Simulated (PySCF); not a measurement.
C3H8ClNSi, SMILES Cl[Si@@H](/C=N/C)C.

The structure is a stationary point at PBE0-D3(BJ)/def2-SVP. The structure was generated by enumeration; whether it is a known compound was not checked. Other conformers were not sampled.

All values below come from PBE/def2-TZVP in PySCF.

The molecule is in vacuum.

```yaml
total_energy: -923.13708 hartree
highest_occupied_level: -5.88 eV
lowest_empty_level: -2.09 eV
orbital_gap: 3.79 eV
dipole_moment: 1.77 D
quadrupole, principal values (traceless, Buckingham form, about the centre of nuclear charge): -5.69, -1.08, 6.77 D·Å
mean_static_polarisability: 86.5 bohr³ (12.81 Å³)
polarisability_principal_values: 66.9, 83.5, 109.0 bohr³
```
